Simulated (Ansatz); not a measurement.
Two structures of AlH3O3F2, closed shell, reached by relaxing down either side of one saddle point (PBE0-D4/def2-TZVP). Energies are electronic, without zero-point energy. Ansatz 0.2.0; basis: def2-TZVPP and def2-QZVPP; cores frozen in the correlated methods. Extrapolation: Hartree–Fock as exp(−7.88 √X), correlation as X^−2.97. First:

```
9
angstrom
Al -0.7526 -0.6063 -0.1390
O 0.4860 -0.8029 1.0433
F -0.7997 -1.6916 -1.3744
F -2.1804 0.0836 0.3295
H 1.3769 0.5212 0.4084
O 1.3658 1.2500 -0.2717
O 0.0440 1.0556 -0.7759
H 0.9055 -1.6389 1.2372
H -0.4455 1.8291 -0.4574
```

Second:

```csv
atom,x (Å),y (Å),z (Å)
Al1,-0.4200,-0.1117,-0.1780
O2,0.5918,-0.9875,1.2674
F3,-0.4168,-1.5177,-1.0645
F4,-1.8061,0.3171,0.6190
H5,1.3700,-0.5247,1.5958
O6,0.7640,1.1675,-0.4511
O7,-0.2477,1.3548,-1.5140
H8,0.8623,-1.8615,0.9592
H9,-0.6974,2.1638,-1.2337
```

Q: Which bonds change from the first to the second?

A: AlH₃O₃F₂ ([OH][OH][Al]([OH])([F])[F]) → AlH₃O₃F₂ ([OH2][Al]1([F])([F])[O][OH]1); bonds formed: Al1–O6, O2–H5; bonds broken: H5–O6; bonds weakened to dative contacts: Al1–O2.

Q: Give the saddle point's structure and its height above each. (An estimate is asked for; the value comes from the calculation.)

A: By the calculation: 17.68 kcal/mol above the first and 17.39 kcal/mol above the second (CCSD(T) at an estimated basis limit (MP2 extrapolated from triple and quadruple zeta, plus CCSD(T) − MP2 in triple zeta)).
```
9
angstrom
Al -0.7162 -0.3155 -0.0296
O 0.6928 -0.8971 1.0062
F -0.9642 -1.5499 -1.1038
F -2.0815 0.2688 0.6723
H 1.0506 0.1318 0.8302
O 0.5846 1.3332 0.3590
O 0.2996 0.9244 -1.0308
H 1.2552 -1.6102 0.6918
H -0.1207 1.7146 -1.3953
```

The T1 diagnostic stays at or below 0.014.

Labels in which every atom is bracketed show which atoms are joined, not bond orders.

For scale, one of the runs: CCSD(T)/def2-TZVPP, 239 basis functions, launched by `ansatz run in.yaml --threads 8 --pin off --events-out ev --progress --plain --max-ram 19148MiB`. The run took 73 s on 8 CPU threads of an Intel Xeon Platinum 8259CL (shared host), with 5.1 GiB of host memory at its peak.
